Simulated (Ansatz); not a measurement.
One change: `C[NH][Al]([F])[F]` becomes `C[NH][Ga]([F])[F]`.

Ansatz, PBE0-D4/def2-TZVP geometries, multiplicity 1. Each molecule was computed in one conformer, which needn't be the lowest.

Scalar relativity is left out up to krypton.

```
                                          property  `C[NH][Al]([F])[F]`
                 HOMO energy (PBE/def2-TZVPP) / eV                -5.89
             LUMO energy (ωB97M-V/def2-TZVPP) / eV                 0.99
                HOMO energy (PBE0/def2-TZVPP) / eV                -7.27
              HOMO–LUMO gap (PBE0/def2-TZVPP) / eV                 6.66
           HOMO–LUMO gap (ωB97M-V/def2-TZVPP) / eV                10.60
size of the dipole moment (ωB97M-V/def2-TZVPP) / D                 2.49
```

(1) What does the change do to each property? (Estimate.)

Answers

(1) Ansatz gave: 
```tsv
property	`C[NH][Ga]([F])[F]`	shift
HOMO energy (PBE/def2-TZVPP) / eV	-6.09	-0.20
LUMO energy (ωB97M-V/def2-TZVPP) / eV	0.81	-0.18
HOMO energy (PBE0/def2-TZVPP) / eV	-7.47	-0.20
HOMO–LUMO gap (PBE0/def2-TZVPP) / eV	6.42	-0.24
HOMO–LUMO gap (ωB97M-V/def2-TZVPP) / eV	10.63	0.03
size of the dipole moment (ωB97M-V/def2-TZVPP) / D	3.32	0.83
```

With PBE0 the HOMO falls by 0.20 eV and the LUMO falls by 0.45 eV, so the gap narrows by about 0.25 eV. PBE moves the HOMO by -0.20 eV and ωB97M-V by -0.20 eV. Dipoles are sizes alone; their direction can turn.
